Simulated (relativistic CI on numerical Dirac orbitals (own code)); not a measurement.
# Hyperfine structure of Au56+, mass number 197

Method of calculation: Dirac-Coulomb-Breit CI, separate exchange-only KLI orbitals for each configuration, a model potential for QED, unscaled Slater integrals (own radial code, finite nucleus).

Configuration list (outside the closed core [Ne]): 3s2 3p6 3d5, 3s2 3p5 3d6, 3s2 3p4 3d7, 3s 3p6 3d6, 3p6 3d7, 3s 3p5 3d7, 3s2 3p6 3d4 4s, 3s2 3p6 3d4 4p, 3s2 3p4 3d6 4s, 3s2 3p5 3d5 4s, 3s2 3p6 3d4 4f, 3s2 3p6 3d3 4s2, 3s 3p6 3d5 4s. Levels of other configurations are missing.

Nuclear spin I = 3/2, μ = 0.1452 μN, Q = 0.547 b (tables of Stone and Pyykkö). The electronic factors are computed for point nuclear moments, without core polarisation or the Bohr-Weisskopf and QED corrections.

```tsv
Level	E (cm⁻¹)	A (MHz)	B (MHz)
3s2 3p6 3d5 2D_3/2	1068822	11830	-59300
3s2 3p6 3d5 4D_7/2	1513830	4759	-1570
3s2 3p6 3d5 4G_11/2	1516628	6882	743
3s2 3p6 3d5 4G_9/2	1534410	6013	-4390
```

Levels with J = 0, under 50 % of one LS term, or S terms without an open s electron are left out. Small factors come from cancelling terms and can be off by tens of per cent or more.

At this charge energies of transitions that change n are usually good to better than 1 %, and those within a shell (Δn = 0) to a few per cent.

(1) Give the hyperfine levels of 3s2 3p6 3d5 2D_3/2 relative to its centre of gravity.

Results:

(1) With K = F(F + 1) − I(I + 1) − J(J + 1), E = AK/2 + B[¾K(K + 1) − I(I + 1)J(J + 1)]/[2I(2I − 1)J(2J − 1)]: F = 0: -118500, F = 1: -47360, F = 2: 35620, F = 3: 11780 MHz.

LS names give the leading component of a level, which can be under half, so a name can repeat, a term be missing and a line seem to break the LS rules.
